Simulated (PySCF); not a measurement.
A geometry optimisation on [TcO4]2- (`[O]=[Tc-2](=[O])(=[O])=[O]`) [radical].

Method: PBE0-D3(BJ)/def2-SVP geometry optimisation, gas phase, def2 core potentials past Kr (PySCF 2.14.0). Start geometry: GFN2-xTB. The input is one job of a driver script: a line of settings, then coordinates in Å.

Input:
```
{"job": {"xc": "PBE0", "basis": "def2-SVP", "d3": "d3bj", "grid": 1, "maxiter": 40, "kind": "geom"}, "charge": -2, "multiplicity": 2}
Tc    -0.001050     0.001380     0.001260
O      0.161320    -0.275940     1.708310
O      1.660150     0.266860    -0.436510
O     -0.763680     1.316850    -0.839090
O     -1.056740    -1.309150    -0.433970
```

Question: Give the output.

Answer: 
```
step   0  E = -381.10551703  max force = 0.022360
step   1  E = -381.11209297  max force = 0.010170
step   2  E = -381.11394197  max force = 0.001177
step   3  E = -381.11399667  max force = 0.000252
step   4  E = -381.11400492  max force = 0.000202
optimisation converged
```

Energies in Eh; «max force» is the largest Cartesian gradient component in Eh/bohr.

Question: Give the first gradient maximum in eV/Å.

Answer: With 1 Eh/bohr = 51.422 eV/Å, 1.150 eV/Å.

Question: How much energy does the optimisation release, in kcal/mol?

Answer: E(step 0) − E(last step) = 0.008488 Eh, which is 5.3 kcal/mol.

In short: final energy -381.11400 Eh after 4 steps.

The ion is multiply charged and computed in the gas phase, without counter-ions or solvent; whether it holds all its electrons wasn't checked.

Hardware: one thread of an x86-64 server (shared host). Cost: 29 s.
Labels such as C1 count atoms from 1, the log's own numbers from 0.

For an open-shell metal species like this, the optimisation's SCF solution wasn't tested for stability and no frequencies at its level were run, so a lower state or another shape may exist.
